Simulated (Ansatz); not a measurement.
Abridged output of a molecular run in Ansatz:

```
Functional definition: HF
1074 factors; integrals over basis functions are off by at most 1.0e-3 eV
mean field evaluation 1: about -4275.6838 eV, gradient 3.8e1 eV
mean field evaluation 2: about -4275.6905 eV, gradient 3.8e1 eV
mean field evaluation 4: about -4279.0546 eV, gradient 4.0e0 eV
mean field evaluation 8: about -4279.1039 eV, gradient 3.0e-1 eV
mean field evaluation 16: about -4279.0932 eV, gradient 1.5e0 eV
mean field -4279.10423907 eV, -157.2541803048 hartree, gradient 1.8e-6 eV, S^2 0.000000; 0 other end points of the search recorded, 0 dependent functions left out
4 core orbitals not correlated: weight in the atoms' cores, before any rotation towards them, 1.000 or more for the frozen orbitals, at most 0.000 for the correlated occupied ones
reference -4279.10423907 eV, -157.2541803048 hartree; 10, 10 occupied and 166, 166 virtual orbitals, 1074 factors
second order -16.63240991 eV of doubles, -0.00000000 eV of singles
cycle   1  -16.72760264 eV  change   -9.5e-2 eV  update   9.6e-2
cycle   2  -17.18011816 eV  change   -4.5e-1 eV  update   2.9e-2
cycle   3  -17.28400709 eV  change   -1.0e-1 eV  update   1.5e-2
cycle   4  -17.27930395 eV  change    4.7e-3 eV  update   4.5e-3
cycle   5  -17.28080347 eV  change   -1.5e-3 eV  update   2.4e-3
cycle   6  -17.28162764 eV  change   -8.2e-4 eV  update   6.7e-4
cycle   7  -17.28131947 eV  change    3.1e-4 eV  update   2.8e-4
cycle   8  -17.28129384 eV  change    2.6e-5 eV  update   9.9e-5
cycle   9  -17.28128331 eV  change    1.1e-5 eV  update   3.5e-5
cycle  10  -17.28126068 eV  change    2.3e-5 eV  update   1.1e-5
perturbative correction -0.81171304 eV, -0.0298299040 hartree
Total energy: -4297.19721279 eV, -157.9190848253 hartree
```

Its atoms:

Cartesian coordinates in Å:
```
C 1.0896 -1.8662 -0.3060
C 0.5853 -0.7704 -0.3282
B -0.0353 0.6238 -0.3884
N -0.9039 1.0486 0.6071
H 1.5361 -2.8334 -0.2884
H 0.2191 1.3646 -1.2921
H -1.3320 1.9577 0.6026
H -1.1589 0.4752 1.3935
```

Q: Which basis set was used?
A. cc-pV(D+d)Z
B. def2-TZVPPD
C. def2-TZVPP
D. def2-SVP

A: C. It gives 180 functions.

Q: Write the keys of the input that set method, charge and spin (a neutral closed shell needs none for the last two).

A: 
```yaml
correlation: {method: ccsd_t}
```
